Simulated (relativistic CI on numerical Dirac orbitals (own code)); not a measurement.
## Energy levels of Zr14+

These numbers are calculated, not measured: Dirac-Coulomb-Breit CI, KLI orbitals optimised for each configuration, model QED, unscaled Slater integrals (own radial code, finite nucleus).

Configuration list (outside the closed core [Ne]): 3s²3p⁶3d⁸, 3s²3p⁵3d⁹, 3s²3p⁴3d¹⁰, 3s3p⁶3d⁹, 3s²3p⁶3d⁷4s, 3p⁶3d¹⁰, 3s²3p⁶3d⁷4p, 3s3p⁵3d¹⁰, 3s²3p⁶3d⁷4d, 3s²3p⁶3d⁶4s², 3s²3p⁶3d⁷4f, 3s²3p⁶3d⁶4s4p, 3s²3p⁵3d⁸4s, 3s²3p⁶3d⁷5s, 3s²3p⁶3d⁶4p², 3s²3p⁶3d⁷5p, 3s²3p⁶3d⁶4s4d, 3s²3p⁴3d⁹4s, 3s²3p⁵3d⁸4p, 3s²3p⁶3d⁷5d, 3s²3p⁶3d⁶4p4d, 3s²3p⁴3d⁹4p, 3s²3p⁶3d⁷5f, 3s²3p⁶3d⁷5g, 3s²3p⁵3d⁷4s², 3s²3p⁶3d⁷6s, 3s²3p⁶3d⁷6p, 3s²3p⁶3d⁶4d², 3s²3p⁵3d⁸4d, 3s²3p⁴3d⁹4d, 3s²3p⁶3d⁷6d, 3s3p⁵3d⁹4s, 3s3p⁶3d⁸4s, 3s²3p⁵3d⁷4s4p, 3s3p⁵3d⁹4p, 3s3p⁶3d⁸4p. Levels of other configurations are missing.

The lowest level is 3s²3p⁶3d⁸ ³F4, with 99 % of that term; Hund's rules for 3s²3p⁶3d⁸ give ³F with J = 4, in agreement.

```
No.  Configuration  Term  J   E (eV)    %  Landé g
  1      3s²3p⁶3d⁸    ³F  4    0.000   99    1.245
  2      3s²3p⁶3d⁸    ³F  3    2.217  100    1.081
  3      3s²3p⁶3d⁸    ³F  2    2.805   70    0.787
  4      3s²3p⁶3d⁸    ³P  2    5.457   50    1.170
  5      3s²3p⁶3d⁸    ³P  0    7.584   95         
  6      3s²3p⁶3d⁸    ³P  1    7.653  100    1.499
  7      3s²3p⁶3d⁸    ¹D  2    8.070   48    1.204
  8      3s²3p⁶3d⁸    ¹G  4    9.363   99    1.001
  9      3s²3p⁶3d⁸    ¹S  0   19.274   94         
 10      3s²3p⁵3d⁹   ³F°  4  144.516  100    1.248
 11      3s²3p⁵3d⁹   ¹D°  2  146.999   73    0.987
 12      3s²3p⁵3d⁹   ³F°  3  149.890   80    1.128
 13      3s²3p⁵3d⁹   ³D°  2  154.279   42    1.154
 14      3s²3p⁵3d⁹   ³P°  1  155.448   87    1.382
 15      3s²3p⁵3d⁹   ³P°  0  155.777   99         
 16      3s²3p⁵3d⁹   ³D°  3  157.613   74    1.260
 17      3s²3p⁵3d⁹   ³D°  1  160.244   66    0.689
 18      3s²3p⁵3d⁹   ³F°  2  162.598   57    0.878
 19      3s²3p⁵3d⁹   ³P°  2  167.130   47    1.307
 20      3s²3p⁵3d⁹   ¹P°  1  177.259   68    0.923
 21      3s²3p⁵3d⁹   ¹F°  3  177.357   89    1.022
 22      3d⁷(4F)4s    ⁵F  5  198.779   95    1.389
 23      3d⁷(4F)4s    ⁵F  4  200.006   76    1.316
 24      3d⁷(4F)4s    ⁵F  3  201.263   92    1.238
 25      3d⁷(4F)4s    ³F  4  201.789   74    1.260
 26      3d⁷(4F)4s    ⁵F  2  201.946   92    1.004
 27      3d⁷(4F)4s    ⁵F  1  202.347   90    0.053
 28      3d⁷(4F)4s    ³F  3  203.460   88    1.103
 29      3d⁷(4F)4s    ³F  2  204.257   69    0.887
 30      3d⁷(4P)4s    ⁵P  2  205.090   52    1.510
```

Energies count from the lowest computed level; ° marks odd parity. Percentages are summed over parent terms; the parents shown are those of the largest component, closed shells are left out there.

The mean weight of the leading LS term, summed over parents, in these 30 levels is 79 %, and that of the leading jj configuration (from the same eigenvectors) 69 %.

At this charge energies of transitions that change n are usually good to better than 1 %, and those within a shell (Δn = 0) to a few per cent. Terms inside the open d or f shell come out 10 to 20 % too wide with unscaled integrals.

LS names give the leading component of a level, which can be under half, so a name can repeat, a term be missing and a line seem to break the LS rules.
